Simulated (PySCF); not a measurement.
These compounds are isomers of formula C6H8F2O.

A. `C[C@@H]1C=C[C@H]1OC(F)F`
B. 2,2-difluorocyclohexanone (SMILES FC1(F)C(=O)CCCC1)
C. `InChI=1S/C6H8F2O/c1-3-4-5(9-2)6(7)8/h3-4,6H,1H2,2H3/b5-4-`

Spectrum 1. ¹H NMR (500 MHz, computed): δ 7.13 (m, 1H), 6.68 (m, 1H), 6.15 (m, 1H), 5.53 (m, 1H), 5.46 (m, 1H), 4.00 (s, 3H). ¹³C{¹H} NMR (computed): δ 155.6 (C), 137.6 (CH), 124.1 (CH2), 118.9 (CH), 116.2 (CH), 57.3 (CH3).

Spectrum 2. ¹H NMR (500 MHz, computed): δ 6.65 (m, 1H), 6.34 (m, 1H), 6.31 (m, 1H), 3.93 (m, 1H), 3.09 (m, 1H), 1.14 (d, 3H). ¹³C{¹H} NMR (computed): δ 154.9 (CH), 141.6 (CH), 125.6 (CH), 83.5 (CH), 50.5 (CH), 18.6 (CH3).

Spectrum 3. ¹H NMR (500 MHz, computed): δ 2.65 (m, 2H), 2.19 (m, 2H), 1.89 (m, 2H), 1.85 (m, 2H). ¹³C{¹H} NMR (computed): δ 206.8 (C), 124.2 (C), 43.9 (CH2), 43.2 (CH2), 32.5 (CH2), 26.2 (CH2).

PySCF 2.14 calculation with shielding tensors at PBE0/pcSseg-1 (GIAO) and structure optimised with GFN2-xTB; equivalent nuclei averaged, no solvent model, one conformer, non-relativistic Hamiltonian.

References, each an isolated molecule treated in the same way: TMS for ¹H (σref 31.72), ¹³C (σref 186.93). Splittings of carbon signals by F and P are missing where no couplings were computed. Where no couplings were computed, multiplicities follow the n + 1 count of equivalent neighbours, and m marks all less simple cases (inequivalent or close neighbours, rings, F or P nearby). Shifts are as computed. Against solution values, carbons near 30 ppm lie about +3 ppm off and those near 130 ppm about +5 ppm. Of 1211 compounds with measured shifts, 218 miss one by over three times the rms of a fit or turn the order of signals round; such compounds aren't used in these exercises.

Problem. Match each spectrum to its structure.

Solution. 1–C, 2–A, 3–B.

- Spectrum 1 (C): 6 ¹³C signals; δC 155.6 is an alkene carbon bearing oxygen; δC 137.6 is an alkene CH.
- Spectrum 2 (A): 6 ¹³C signals; δC 154.9 is an alkene CH; δC 141.6 is an alkene CH.
- Spectrum 3 (B): 6 ¹³C signals; δC 206.8 is a ketone carbonyl carbon; δC 124.2 is a fully substituted sp3 carbon bonded to 2 F, α to a carbonyl.
